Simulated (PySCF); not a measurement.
## C3H9O2Si2: g tensor and hyperfine couplings

Species: C₃H₉O₂Si₂ (doublet state).
Atom-mapped SMILES: `[SiH3:1][CH2:2][C@H:3]1[CH2:4][O:5][SiH:6][O:7]1` (hydrogens: H8, H9, H10 on Si1; H11, H12 on C2; H13 on C3; H14, H15 on C4; H16 on Si6)

Structure used (GFN2-xTB), in Å, numbered top down from 1:
```xyz
16
C3H9O2Si2 angstrom
Si     2.0611   -0.9010    0.1445
C      0.8289    0.4956   -0.2594
C     -0.2471    0.5043    0.8104
C     -1.5505    1.1977    0.3604
O     -2.4512    0.2158   -0.0564
Si    -1.9677   -1.2989    0.3813
O     -0.5787   -0.8285    1.1250
H      2.4224   -0.8286    1.5586
H      1.5060   -2.2089   -0.1946
H      3.2490   -0.6608   -0.6838
H      1.3088    1.4728   -0.3069
H      0.3647    0.3119   -1.2303
H      0.1397    0.9658    1.7263
H     -1.3646    1.8815   -0.4723
H     -2.0005    1.7614    1.1855
H     -1.7279   -2.0712   -0.8325
```

The hyperfine couplings belong to this conformer and change with its torsions.

Theory: UKS B3LYP, pcH-1 on C H O Si, non-relativistic, mean-field spin-orbit, GIAO (PySCF 2.14.0). Geometry: GFN2-xTB, one conformer, isolated molecule. The geometry wasn't refined by DFT: couplings that depend on bond lengths, twists or pyramidal angles can differ widely from those at the functional's own minimum, by a factor of two or more for some ions and for spin on atoms past the first row. No stability test was run, so a lower SCF solution isn't excluded.

| Property | Result |
| --- | --- |
| g1, g2, g3 | 2.00060, 2.00243, 2.00320 |
| g_iso | 2.00208 |
| Form of g | rhombic: the two nearest values differ by 30 % of g3 − g1 |
| ⟨S²⟩ | 0.7518 (exact 0.7500) |

Hyperfine couplings atom by atom, in MHz; T1 to T3 are the principal values of the dipolar part:

```tsv
atom	isotope	a_iso	of which spin–orbit	T1	T2	T3	Mulliken spin population
Si1	29Si	-0.7	0.0	-0.2	-0.1	0.3	0.00
C2	13C	0.7	0.0	-0.8	-0.4	1.2	0.00
C3	13C	6.2	0.0	-1.8	-1.3	3.1	0.01
C4	13C	2.7	0.0	-1.2	-1.0	2.2	0.00
O5	17O	-33.0	-0.1	-28.3	13.9	14.4	0.06
Si6	29Si	-737.5	0.9	-134.8	63.9	70.9	0.75
O7	17O	-51.3	-0.1	-19.9	9.7	10.2	0.04
H8	1H	0.0	0.0	-0.7	-0.6	1.3	0.00
H9	1H	-0.1	0.0	-1.2	-1.0	2.2	0.00
H10	1H	0.1	0.0	-0.4	-0.4	0.8	0.00
H11	1H	3.3	0.0	-0.9	-0.6	1.5	0.00
H12	1H	0.1	0.0	-1.6	-0.9	2.5	0.00
H13	1H	-1.6	0.0	-1.8	-1.5	3.3	0.00
H14	1H	8.9	0.0	-1.7	-1.0	2.7	0.00
H15	1H	2.5	0.0	-2.1	-1.7	3.8	0.00
H16	1H	288.3	0.0	-6.1	-0.2	6.3	0.14
```

The largest Mulliken spin populations are on Si6 (+0.75) and H16 (+0.14). No atom but Si6 exceeds +0.15. The angles at Si6 add up to 317.2°, so it is pyramidal.

Axes: g1 points within 15° of the Si6–H16 bond.

Under fast tumbling the dipolar parts average out, and these isotropic splittings remain: 1 × 1H (H16, I = 1/2, 2 lines) with 10.29 mT, 1 × 1H (H14, I = 1/2, 2 lines) with 0.32 mT, 1 × 1H (H11, I = 1/2, 2 lines) with 0.12 mT, 1 × 1H (H15, I = 1/2, 2 lines) with 0.09 mT and 1 × 1H (H13, I = 1/2, 2 lines) with 0.06 mT.

The 17O coupling of O7 (-51.3 MHz) shows only in satellite lines or after enrichment, since that isotope makes up about 0.038 % of natural oxygen.

The 29Si coupling of Si6 (-737.5 MHz) shows only in satellite lines or after enrichment, since that isotope makes up about 4.7 % of natural silicon.
